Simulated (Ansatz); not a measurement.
Al9P9H24, a nanocrystal cut from wurtzite AlP (hydrogen-capped), relaxed as a singlet with RKS PBE-D4/def2-SVP in Ansatz, starting from the GFN2-xTB geometry. Force threshold 0.03 eV/Å.

Single mean-field runs in def2-SVP are fitted with def2-universal-jkfit.

Start:

```
atom   x (Å)   y (Å)   z (Å)
 Al1   4.812   0.900   0.061
  P2   3.415   2.861   0.527
  P3   2.888  -0.518  -0.189
 Al4   1.605  -0.857   1.815
 Al5   1.013   2.997   0.622
  P6   0.336   1.233   2.089
  P7  -0.077  -2.538   1.474
 Al8  -1.235  -3.229   3.463
 Al9  -2.024   0.923   2.330
 P10  -2.273  -1.024   3.723
Al11   1.500  -0.012  -2.084
 P12   0.240   1.989  -1.406
 P13  -0.183  -1.702  -2.387
Al14  -1.494  -2.052  -0.405
Al15  -2.132   1.780  -1.632
 P16  -2.442   0.161   0.101
Al17  -1.451  -1.524  -4.420
 P18  -2.473   0.581  -3.692
 H19   5.597   0.609   1.367
 H20   5.523   1.182  -1.288
 H21   3.842   3.473   1.695
 H22   3.797   3.917  -0.287
 H23   3.325  -1.815  -0.480
 H24   2.427  -0.998   3.116
 H25   0.555   4.428   0.942
 H26   0.815   1.573   3.356
 H27   0.677  -3.617   1.003
 H28  -0.284  -3.401   4.675
 H29  -2.390  -4.222   3.168
 H30  -2.861   2.094   2.866
 H31  -2.072  -0.559   5.013
 H32  -3.643  -1.168   3.881
 H33   2.253   0.401  -3.366
 H34   0.658   2.825  -2.443
 H35   0.581  -2.871  -2.442
 H36  -2.716  -2.983  -0.573
 H37  -2.983   3.059  -1.594
 H38  -3.789  -0.203   0.060
 H39  -0.566  -1.176  -5.644
 H40  -2.601  -2.562  -4.496
 H41  -2.320   1.538  -4.683
 H42  -3.851   0.509  -3.833
```

```tsv
step	energy (eV)	largest force component (eV/Å)	SCF passes
1	-143259.3568	1.017	16
2	-143259.9217	0.529	19
3 (rejected)	-143259.8269	0.895	19
4	-143260.0282	0.064	18
5	-143260.0438	0.027	18
6	-143260.0469	0.041	18
7	-143260.0493	0.007	20
```

Force components are those of the run's own axes.

End:

```xyz
42

Al    4.737    0.940    0.074
P     3.362    2.943    0.549
P     2.865   -0.570   -0.201
Al    1.668   -0.930    1.836
Al    0.947    2.908    0.604
P     0.422    1.133    2.125
P    -0.041   -2.552    1.434
Al   -1.251   -3.146    3.446
Al   -1.962    0.923    2.239
P    -2.323   -0.934    3.742
Al    1.560   -0.070   -2.140
P     0.325    1.914   -1.485
P    -0.144   -1.732   -2.356
Al   -1.488   -2.150   -0.425
Al   -2.064    1.744   -1.555
P    -2.444    0.025    0.071
Al   -1.465   -1.457   -4.366
P    -2.519    0.672   -3.670
H     5.529    0.628    1.431
H     5.447    1.230   -1.334
H     3.774    3.549    1.778
H     3.721    4.013   -0.331
H     3.452   -1.845   -0.492
H     2.585   -1.225    3.109
H     0.284    4.324    0.928
H     0.796    1.643    3.411
H     0.680   -3.737    1.067
H    -0.250   -3.309    4.687
H    -2.445   -4.163    3.115
H    -2.760    2.246    2.639
H    -2.069   -0.431    5.057
H    -3.742   -1.080    3.853
H     2.408    0.197   -3.467
H     0.639    2.915   -2.463
H     0.582   -2.954   -2.549
H    -2.634   -3.243   -0.630
H    -2.867    3.106   -1.330
H    -3.865   -0.158    0.069
H    -0.533   -1.089   -5.617
H    -2.654   -2.530   -4.419
H    -2.320    1.676   -4.670
H    -3.943    0.575   -3.765
```

By distances, no bond broke or formed. The bond that changes most is Al9–H30, from 1.54 to 1.60 Å (atoms count from 1).

The force fell under the threshold at step 5, but the optimiser went on and released 0.006 eV more. No frequencies were taken in this run, so the end may be a saddle point.

Run time 35 s (2 threads of AMD EPYC 7R13 on a shared host and a share (18 GiB) of an NVIDIA H100 80GB HBM3).
